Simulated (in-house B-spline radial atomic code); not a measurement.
Inner-shell binding energies (edges) and X-ray emission energies of free atoms and ions, as differences of relaxed hole-state energies with first-order Breit, QED and recoil terms, without correlation or multiplet splittings, in NIST's listed ground configurations. For neutral atoms such line energies lie within some 1 to 5 eV of tabulated X-ray lines (up to 20 eV for the heaviest). K = 1s, L1 = 2s, L2 = 2p1/2, L3 = 2p3/2, M3 = 3p3/2. A dash marks a subshell that is part filled or wasn't run, or a line left out. Computed with an all-electron radial atomic-structure program (B-spline basis): Dirac-Hartree-Fock, average of the configuration, finite nuclei.

```tsv
ion	configuration	K edge (eV)	L1 edge (eV)	L3 edge (eV)	K-L3 (eV)	K-L2 (eV)	K-M3 (eV)
Mo+	[Kr] 4d5	20014.7	2887.53	2536.86	17477.8	17372.9	19603.3
Tc2+	[Kr] 4d5	21073.8	3078.7	2708.27	18365.6	18249.1	20614.5
Ru3+	[Kr] 4d5	22164.8	3278.62	2887.38	19277.5	19148.5	21653.4
Rh4+	[Kr] 4d5	23287.7	3487.09	3073.92	20213.7	20071.2	22720.5
Pd5+	[Kr] 4d5	24442.3	3704	3267.74	21174.6	21017.5	23816
Ag6+	[Kr] 4d5	25629	3929.34	3468.75	22160.3	21987.4	24940
Cd7+	[Kr] 4d5	26848	4163.11	3676.89	23171.1	22981.3	26092.9
```
